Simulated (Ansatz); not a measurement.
Gas-phase electronic energies from Ansatz, PBE0-D4/def2-TZVP geometries. CCSD(T)/CBS adds triple-zeta CCSD(T) − MP2 to the extrapolated MP2 energy (def2 sets, frozen cores). This one scheme is used for every species. Functionals use def2-TZVPP. B3LYP here is the variant with VWN-RPA as its local correlation; programs differ in this. One conformer a species, not always the lowest.

Consider the hydrogenolysis of a C–B bond: `[SiH3]NCBCl` + H₂ → `CN[SiH3]` + `BCl`.

`[SiH3]NCBCl`:

Z-matrix (Å, degrees):
```
Si
N 1 1.722
H 1 1.495 2 114.8
H 1 1.487 2 107.7 3 118.9
H 1 1.485 2 108.1 3 -120.8
C 2 1.453 1 121.5 3 -68.5
H 2 1.009 1 116.1 3 76.0
B 6 1.559 2 115.1 1 -63.1
H 6 1.105 2 109.2 1 -176.3
H 6 1.101 2 114.2 1 67.5
Cl 8 1.748 6 119.0 2 165.2
H 8 1.191 6 123.7 2 -18.7
```

H₂:

Z-matrix (Å, degrees):
```
H
H 1 0.746
```

`CN[SiH3]`:

Z-matrix (Å, degrees):
```
C
N 1 1.447
H 1 1.093 2 109.5
H 1 1.094 2 110.9 3 -117.8
H 1 1.098 2 113.8 3 120.2
Si 2 1.716 1 123.0 3 -36.9
H 2 1.007 1 113.6 3 170.5
H 6 1.486 2 107.4 1 175.3
H 6 1.488 2 108.6 1 55.3
H 6 1.496 2 115.3 1 -64.3
```

`BCl`:

Z-matrix (Å, degrees):
```
B
Cl 1 1.733
H 1 1.190 2 118.1
H 1 1.190 2 118.1 3 180.0
```

```csv
level,ΔE (kJ/mol),difference from CCSD(T)/CBS
PBE-D4,-10.4,6.9
r2SCAN-D4,-12.4,4.9
PBE0-D4,-14.9,2.4
B3LYP-D4,-18.3,-1.0
ωB97X-V,-18.5,-1.2
ωB97M-V,-15.7,1.6
B2PLYP,-25.0,-7.7
PBE,-17.7,-0.4
r2SCAN,-14.6,2.7
PBE0,-21.4,-4.1
B3LYP,-29.8,-12.5
HF/def2-TZVPP,-46.6,-29.3
MP2/def2-TZVPP,-15.1,2.2
SCS-MP2/def2-TZVPP,-22.8,-5.5
CCSD/def2-TZVPP,-24.6,-7.3
CCSD(T)/def2-TZVPP,-19.6,-2.3
HF/def2-QZVPP,-46.9,-29.6
MP2/def2-QZVPP,-13.9,3.4
SCS-MP2/def2-QZVPP,-21.7,-4.4
HF/CBS(def2),-46.9,-29.6
MP2/CBS(def2),-12.8,4.5
CCSD/CBS(def2),-22.4,-5.1
CCSD(T)/CBS,-17.3,0
```

Largest T1 diagnostic among the species: 0.012.

The D4 term adds +11.5 kJ/mol with B3LYP and +6.5 kJ/mol with PBE0; it sums over pairs of atoms, weighted by their polarisabilities, and B3LYP, whose exchange is more repulsive, gets the larger term. In def2-TZVPP, CCSD(T) changes the Hartree–Fock value by +27.0 kJ/mol (the triples alone add +5.0 kJ/mol) and MP2 by +31.5 kJ/mol. From PBE to PBE0 (25 % exact exchange), in def2-TZVPP and without D4, ΔE moves by −3.8 kJ/mol.
